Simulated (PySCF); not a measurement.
# C7H8N: g tensor and hyperfine couplings

Species: C7H8N (doublet state).
Cartesian coordinates in Å at the GFN2-xTB level; atoms count from 1:
```
atom  x, y, z in Å
C1     2.0144    0.1292   -1.8726
C2     1.5261    0.0762   -0.7812
C3     0.8899    0.0439    0.5303
C4     0.1292    1.3190    0.7054
C5    -1.2227    1.3601    0.4139
N6    -1.9258    0.3776   -0.0797
C7    -1.2996   -0.8916   -0.2460
C8    -0.0846   -1.1358    0.6531
H9     2.4629    0.1595   -2.8204
H10    1.6819   -0.0371    1.2864
H11    0.6701    2.2152    0.9639
H12   -1.7640    2.2911    0.5414
H13   -1.0037   -0.9697   -1.3030
H14   -2.0677   -1.6548   -0.0772
H15   -0.4196   -1.2018    1.6915
H16    0.4055   -2.0720    0.3828
```

The hyperfine couplings belong to this conformer and change with its torsions.

Identity: `C#C[C@H]1[CH]C=NCC1` [radical].

Computed, not measured: UKS B3LYP, pcH-1 on C H N, non-relativistic, mean-field spin-orbit, GIAO (PySCF). The structure is a single GFN2-xTB conformer in the gas phase; no vibrational or solvent corrections. Couplings are sensitive to structure, and on GFN2-xTB geometries they can be far from those on DFT ones. Stability of the SCF solution: not tested. ⟨S²⟩ is 0.775 where a pure state has 0.75.

```
g1, g2, g3                      : 2.00208, 2.00329, 2.00488
g_iso                           : 2.00342
Form of g                       : rhombic: the two nearest values differ by 43 % of g3 − g1
⟨S²⟩                            : 0.7753 (exact 0.7500)
α and β electrons               : 29, 28
HOMO–LUMO gap, α and β orbitals : 6.44, 3.79 eV
Total energy                    : -326.20369 Eh
```

Hyperfine couplings atom by atom, in MHz; T1 to T3 are the principal values of the dipolar part:

```csv
atom,isotope,a_iso,T1,T2,T3,Mulliken spin population
C1,13C,4.0,-3.0,-1.7,4.7,0.03
C2,13C,57.6,-3.6,-1.8,5.4,0.01
C3,13C,-18.4,-1.3,0.4,0.9,-0.05
C4,13C,61.3,-56.0,-54.4,110.4,0.71
C5,13C,-44.5,-28.8,10.4,18.5,-0.23
N6,14N,19.7,-24.3,-24.1,48.4,0.52
C7,13C,-19.1,-1.9,0.2,1.6,-0.04
C8,13C,2.2,-1.9,0.1,1.8,0.01
H9,1H,-1.5,-1.8,-0.7,2.5,0.00
H10,1H,27.9,-3.5,-3.0,6.5,0.01
H11,1H,-44.9,-26.6,-0.9,27.5,-0.03
H12,1H,8.5,-5.7,-0.4,6.1,0.01
H13,1H,92.1,-3.4,-2.4,5.8,0.04
H14,1H,34.1,-3.9,-2.7,6.6,0.01
H15,1H,-0.5,-2.9,-1.0,3.9,0.00
H16,1H,-1.5,-2.0,-1.0,2.9,0.00
```

The largest Mulliken spin populations are on C4 (+0.71), N6 (+0.52) and C5 (-0.23). The angles at C4 add up to 359.7°, so it is planar; its axial dipolar tensor and the negative coupling of its proton fit spin in a p orbital normal to that plane.

Axes: g2 points within 11° of the C4–C5 bond.

Under fast tumbling the dipolar parts average out, and these isotropic splittings remain (the largest six): 1 × 1H (H13, I = 1/2, 2 lines) with 3.28 mT, 1 × 1H (H11, I = 1/2, 2 lines) with 1.60 mT, 1 × 1H (H14, I = 1/2, 2 lines) with 1.22 mT, 1 × 1H (H10, I = 1/2, 2 lines) with 0.99 mT, 1 × 14N (N6, I = 1, 3 lines) with 0.70 mT and 1 × 1H (H12, I = 1/2, 2 lines) with 0.30 mT.

The 13C coupling of C4 (61.3 MHz) shows only in satellite lines or after enrichment, since that isotope makes up about 1.07 % of natural carbon.

The spin density at the nucleus, in bohr⁻³, is negative for C5 (-0.0396), C7 (-0.0170) and C3 (-0.0164), for instance. A restricted open-shell determinant has no negative spin density anywhere; here it arises because α and β orbitals differ (spin polarisation).

Time: 74 s wall (grids of density and orbitals included); peak memory 0.98 GiB. Hardware: one thread, Arm Neoverse V1 (aarch64), on a shared host.
